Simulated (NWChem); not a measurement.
Electron attachment to PbS

```
Pb
S 1 2.3407
```
Charge 0, spin multiplicity 1.

The numbers come from NWChem runs, not from measurements. The geometry was optimised at PBE/def2-SVP with def2 effective core potentials on Pb, a minimum by its harmonic frequencies.

Basis set: def2-TZVPD. The species with one electron more has spin multiplicity 2 and keeps the geometry of the parent. Δ marks differences of total energies (open shells unrestricted). −ε marks an orbital energy of the parent. That orbital need not have the symmetry of the hole or added electron in the Δ rows. The basis adds only a small set of diffuse functions.

Effective core potentials replace the inner electrons of Pb; spin-orbit coupling is left out. The correlated methods keep 9 core orbitals frozen. B3LYP has NWChem's definition, with VWN1-RPA local correlation. The structure started from a generated list of species. The stability of the SCF solutions was not checked.

Problem. Order these methods by the vertical electron affinity they give, lowest first: ΔB2PLYP, −ε(LUMO) of LDA (SVWN5), −ε(LUMO) of B3LYP, −ε(LUMO) of HF.

Solution. −ε(LUMO) of HF (0.13 eV), ΔB2PLYP (0.68 eV), −ε(LUMO) of B3LYP (2.80 eV), −ε(LUMO) of LDA (SVWN5) (3.44 eV)
